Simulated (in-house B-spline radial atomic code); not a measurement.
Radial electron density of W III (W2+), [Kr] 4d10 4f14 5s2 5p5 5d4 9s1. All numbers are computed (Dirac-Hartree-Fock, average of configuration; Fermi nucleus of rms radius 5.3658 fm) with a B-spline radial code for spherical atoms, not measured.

Columns: r (bohr), 4πr²n(r) (electrons per bohr), bar.

```
0.000587    3.383 #
 0.00076    5.107 ##
0.000985    7.656 ###
 0.00128     11.4 ####
 0.00165    16.57 #####
 0.00214    23.88 ########
 0.00277    33.59 ###########
 0.00359    46.05 ###############
 0.00464    60.74 ####################
 0.00602    76.87 #########################
 0.00779    91.67 ##############################
  0.0101    102.1 ##################################
  0.0131    104.9 ##################################
  0.0169    100.3 #################################
  0.0219    93.66 ###############################
  0.0284    94.98 ###############################
  0.0368    110.2 ####################################
  0.0476      130 ###########################################
  0.0616    133.9 ############################################
  0.0798    116.4 ######################################
   0.103    104.6 ##################################
   0.134    117.8 #######################################
   0.173    121.1 ########################################
   0.225    86.95 #############################
   0.291    63.37 #####################
   0.377    73.67 ########################
   0.488     70.4 #######################
   0.632    43.12 ##############
   0.818    22.98 ########
    1.06    15.09 #####
    1.37    9.546 ###
    1.78    4.529 #
     2.3    1.654 #
    2.98   0.4257 
    3.86  0.09028 
       5  0.03051 
    6.47 0.004529 
    8.38  0.05693 
    10.9 0.0002422 
    14.1  0.09626 
    18.2  0.08297 
    23.6 0.008645 
    30.5 0.0001169 
    39.5 1.304e-07 
    51.2 6.738e-12
```

On this grid the curve has 6 maxima, near 0.0131, 0.0616, 0.173, 0.377, 8.38, 14.1 bohr.

The 5p3/2 radial function P(r) = rR(r), positive near the nucleus, with its small component Q(r) (sign convention: Q ≈ (P' + κP/r)/2c):

| r (bohr) | P | Q |
| --- | --- | --- |
| 0.00128 | 0.001639 | -0.0002262 |
| 0.00214 | 0.004268 | -0.0005903 |
| 0.00359 | 0.01094 | -0.001519 |
| 0.00602 | 0.02701 | -0.003775 |
| 0.0101 | 0.06256 | -0.008864 |
| 0.0169 | 0.1292 | -0.01884 |
| 0.0284 | 0.2186 | -0.03422 |
| 0.0476 | 0.2389 | -0.04626 |
| 0.0798 | 0.01452 | -0.03333 |
| 0.134 | -0.3367 | 0.009117 |
| 0.225 | -0.0595 | 0.02412 |
| 0.377 | 0.5344 | -0.008943 |
| 0.632 | -0.1824 | -0.01165 |
| 1.06 | -1.034 | 0.006079 |
| 1.78 | -0.5936 | 0.005297 |
| 2.98 | -0.08526 | 0.0007676 |
| 5 | -0.001786 | 1.554e-05 |
